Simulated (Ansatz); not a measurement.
Born–Oppenheimer molecular dynamics of BFH₆OSi (10 atoms, charge 0, multiplicity 1). It starts at the highest image of a converged band. Of that band: Neighbouring images differ by up to 1.3 eV, so the band resolves the path poorly. A vibrational analysis at the climbing image gives one clearly imaginary mode, 1556i cm⁻¹: a first-order saddle point.

Level of theory: RHF/def2-SVP (Ansatz).

```json
{
 "ensemble": "NVE (velocity Verlet)",
 "time step": "0.5 fs",
 "steps asked": "200",
 "starting velocities drawn for": "100 K",
 "seed": "4641"
}
```

First frame:

```xyz
10
Properties=species:S:1:pos:R:3
B -0.096 -0.131 0.041
F 0.342 0.004 1.595
H 0.771 0.338 -0.637
H -1.232 0.237 -0.072
O 0.050 -1.623 0.291
Si -0.721 -3.005 -0.260
H 0.033 -4.160 0.259
H -2.109 -3.037 0.242
H -0.708 -2.981 -1.734
H 0.322 -1.090 1.348
```

How far do the bonds stretch over the last three quarters of this one trajectory? (Pairs bonded in most of those frames.)


```tsv
bond	mean (Å)	spread (Å)	shortest	longest
B1–F2	1.346	0.082	1.23	1.54
B1–H3	1.205	0.030	1.14	1.26
B1–H4	1.205	0.017	1.18	1.24
O5–Si6	1.681	0.038	1.61	1.74
O5–H10	0.956	0.040	0.89	1.02
Si6–H7	1.483	0.023	1.45	1.52
Si6–H8	1.474	0.013	1.45	1.49
Si6–H9	1.476	0.011	1.46	1.50
```

Pairs bonded in part of these frames only: B1–O5 23 %.

Mean temperature of the second half: 863 K. The conserved energy stayed within 0.36 meV per atom of its start (net change 0.079 meV per atom), so the integration is sound. The kinetic energy rose, since the run started high on the potential surface and went downhill. It ends in pieces (BFH2 + H4OSi), so much of that is their flight and rotation, not heat. A run of 0.1 ps of so small a system gives no equilibrium averages. The orbitals stay closed-shell, which can raise the energy where a bond breaks towards radicals; this wasn't checked here.

Time of the run: 4.9 min on 1 thread of Arm Neoverse V1 (shared host), peak memory 0.15 GiB.
